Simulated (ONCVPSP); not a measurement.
Potentials for Au compared

Generated with ld1.x 7.5 (TM, RRKJ, ultrasoft, PAW), atompaw 4.2 or ONCVPSP 4.0.1. The cutoff is in Ry: for ld1.x and atompaw files where the sum of valence levels is converged to 10 mRy in a Bessel basis, for ONCV files where the hardest occupied wave has 1 mHa per electron of residual kinetic energy. The error is the largest all-electron minus pseudo excitation energy over each file’s own four to seven test configurations (ionisations up to +4, promotions, holes and added fractions of an electron), all of which were solved. The labels leave out finer settings (local radius, basis sizes, second energies), which also bear on the numbers. Spin-polarised tests are not counted. The rows are a selection from randomly drawn settings: files with unsolved tests, undetermined cutoffs or missed reference levels are left out.

A true bound ghost makes a file unfit for plane-wave use even where its test errors are small: the radial tests pick states by their node count and pass the ghost by.

| potential | cutoff (Ry) | largest error (meV) | bound ghosts |
| --- | --- | --- | --- |
| ONCV, PBE, scalar-relativistic, rc 1.55/1.25/1.45 (spd), local smoothed, core correction no, reference 5s2 5p6 5d10 6s0.5, qcut 7.3/6.1/5.9, projectors 3/1/2 | 378 | +89 | none |
| ONCV, LDA (Perdew-Zunger), scalar-relativistic, rc 1.10/1.45/1.90 (spd), local smoothed, core correction yes, reference 5s2 5p6 5d10, qcut 4.8/8.2/8.5, projectors 2/2/3 | 299 | -18 | s |
| ONCV, PBE, scalar-relativistic, rc 1.80/1.65/1.50 (spd), local smoothed, core correction yes, reference 5s2 5p6 5d10 6s1, qcut 7.7/8.6/6.9, projectors 2/2/2 | 56 | -15 | none |

(1) Fill in the row for Au: ONCV, LDA (Perdew-Wang 92), scalar-relativistic, rc 1.35/1.65/1.35 (spd), local d, core correction no, reference 5s2 5p6 5d10 6s1, qcut 9.6/9.7/12.3, projectors 2/2/0.

(2) Fill in the row for Au: ONCV, LDA (Perdew-Zunger), scalar-relativistic, rc 1.30/1.60/1.60 (spd), local smoothed, core correction no, reference 5s2 5p6 5d10 6s1, qcut 8.9/6.7/5.9, projectors 2/2/2.

## Answers

(1) cutoff 72 Ry, largest error -11 meV, bound ghosts: none.

(2) cutoff 63 Ry, largest error -17 meV, bound ghosts: none.
